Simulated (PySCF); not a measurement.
# Distorted geometries of [Ir4]−

[Ir4]− (doublet). PySCF 2.14.0, UKS TPSS, Ir def2-SVP with ECP60; non-relativistic Hamiltonian with scalar-relativistic core potentials where named; density fitting; no spin-orbit coupling. Relaxed geometry:

```xyz
4

Ir    0.7178    0.9515    0.9525
Ir    0.7041   -0.9552   -0.9591
Ir   -0.7133    1.0097   -1.0019
Ir   -0.7086   -1.0060    1.0084
```

Question: Order these distorted geometries by energy above the relaxed one, lowest first.
A.
```xyz
4

Ir    0.7054    0.9679    0.9528
Ir    0.7242   -0.9750   -0.9816
Ir   -0.7002    0.9978   -0.9973
Ir   -0.7294   -0.9908    1.0261
```
B.
```xyz
4

Ir    0.6784    0.9449    0.9313
Ir    0.5499   -0.9606   -0.9790
Ir   -0.5271    1.0138   -0.9888
Ir   -0.7012   -0.9981    1.0366
```
C.
```xyz
4

Ir    0.5920    0.8099    0.9728
Ir    0.6458   -0.9617   -1.0053
Ir   -0.7243    1.1160   -0.8799
Ir   -0.5136   -0.9641    0.9123
```

Answer: A (0.11 eV), B (0.57 eV), C (1.80 eV).

Question: Which forces (eV/Å) act in the one that lies 0.11 eV up?

Answer: 
```
Ir  -0.05 -0.24  0.08
Ir  -0.50  0.20  0.60
Ir   0.02 -0.18 -0.09
Ir   0.53  0.22 -0.59
```
Forces carry noise of the integration grid, about 0.01 to 0.03 eV/Å.

No frequency check is given that shows the relaxed geometry to be a minimum. The relaxed state is spin-contaminated (spin squared 2.44 against 0.75). Open shells may have lower solutions than the one found.
